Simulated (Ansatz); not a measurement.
Potential energy surface of H2Cl (cation, charge +1), singlet: symmetric bend, bond length relaxed. Scanned: H-Cl-H angle. Other coordinates (Cl-H bond length) were minimised at PBE0/def2-TZVP.

The free coordinates were minimised at PBE0/def2-TZVP in PySCF; the energy column is full CI/cc-pVDZ, frozen core run with Ansatz (a quantum-chemistry and plane-wave program), in kJ/mol.

```tsv
a / °	Cl-H bond length / Å	E
180	1.328	244.8
168.02	1.329	228.1
159.21	1.329	198.7
148.38	1.327	152.4
137.74	1.323	104.9
132.12	1.320	81.4
121.60	1.315	43.3
112.32	1.312	18.3
99.47	1.310	0.0
88.88	1.311	0.8
79.12	1.315	14.7
67.80	1.324	47.1
60	1.334	79.4
```
